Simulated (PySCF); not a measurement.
Input for PySCF: R-M06-2X/def2-TZVPP on B2H6.

```python
from pyscf import gto, dft

mol = gto.M(
    atom='''
    B    -0.64546924   -0.07334981   -0.60558377
    B     0.64559405    0.07326837    0.60544449
    H    -1.26035258    0.90813517   -0.92454979
    H    -0.87935432   -1.15091606   -1.08233282
    H     1.26059159   -0.90800388    0.92492879
    H     0.87892618    1.15100734    1.08204486
    H    -0.65415730   -0.17624987    0.71870317
    H     0.65422162    0.17600874   -0.71875493
    ''',
    basis='def2-tzvpp',
    charge=0, spin=0, verbose=4, max_memory=1800)
mf = dft.RKS(mol, xc='m062x').density_fit(auxbasis='def2-universal-jkfit')
mf.grids.level = 4
mf.conv_tol = 1e-9
mf.max_cycle = 150
mf.kernel()
mf.dip_moment()
```

**Question.** Give the final energy of this run.

**Answer.** -53.2602 hartree.
